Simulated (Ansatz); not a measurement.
Geometry optimisation, RKS PBE-D4/def2-SVP (Ansatz 0.2.0).

input.yaml

```yaml
crystal:
  periodic: [false, false, false]
  atoms:
    - { symbol: In, position_ang: [0.124543, 0.614588, -0.342286] }
    - { symbol: O, position_ang: [-0.226214, -0.068435, 2.73774] }
    - { symbol: H, position_ang: [-1.190703, -0.14157, 2.599046] }
    - { symbol: O, position_ang: [1.865443, -0.164359, -1.018059] }
    - { symbol: H, position_ang: [1.740695, -1.101528, -1.265362] }
    - { symbol: O, position_ang: [-1.753447, -0.10004, -0.627381] }
    - { symbol: H, position_ang: [-1.730204, -0.948833, -1.109949] }
    - { symbol: "N", position_ang: [0.157283, 2.359244, 0.852666] }
    - { symbol: H, position_ang: [1.02358, 2.893216, 0.694693] }
    - { symbol: H, position_ang: [-0.620326, 2.981014, 0.587515] }
    - { symbol: H, position_ang: [-0.070149, 0.897503, 2.553077] }
basis:
  gaussian: { orbitals: def2-SVP }
hamiltonian:
  xc: pbe
  dispersion: d4
relax:
  f_tol: 0.03
  max_steps: 50
```

Launched with:

```bash
$ ansatz run input.yaml --threads 4 --pin off --max-ram 5120MiB --backend cpu --events-out ev --progress --plain --runs-dir out
```

Where does it end, and by what steps?

It converged. The force dipped under the threshold on the way, but the program's further checks kept it going. After 14 steps the energy has fallen by 0.418 eV; O2 moved furthest, 0.56 Å. Joined: In1–O2 (3.17 → 2.37 Å).

```csv
step,energy less start (eV),largest force component (eV/Å),accepted
0,0.0000,0.712,yes
1,-0.1532,0.805,yes
2,-0.3190,1.140,yes
3,-0.3471,0.605,yes
4,-0.3999,0.281,yes
5,-0.3453,1.206,no
6,-0.4095,0.214,yes
7,-0.4154,0.127,yes
8,-0.4169,0.048,yes
9,-0.4166,0.085,no
10,-0.4174,0.019,yes
11,-0.4176,0.042,yes
12,-0.4177,0.048,yes
13,-0.4176,0.047,no
14,-0.4178,0.014,yes
```

```xyz
11
Properties=species:S:1:pos:R:3
In 0.066 0.483 -0.093
O -0.017 0.033 2.231
H -0.946 -0.223 2.406
O 1.782 -0.208 -0.932
H 1.785 -1.183 -0.862
O -1.816 -0.229 -0.417
H -1.865 -0.658 -1.293
N 0.091 2.331 0.948
H 0.955 2.870 0.798
H -0.687 2.949 0.679
H -0.028 1.056 2.196
```

Whether the end is a true minimum wasn't checked by a vibrational analysis.

Time of the run: 16 s on 4 threads of Arm Neoverse V2 (shared host), peak memory 0.16 GiB.
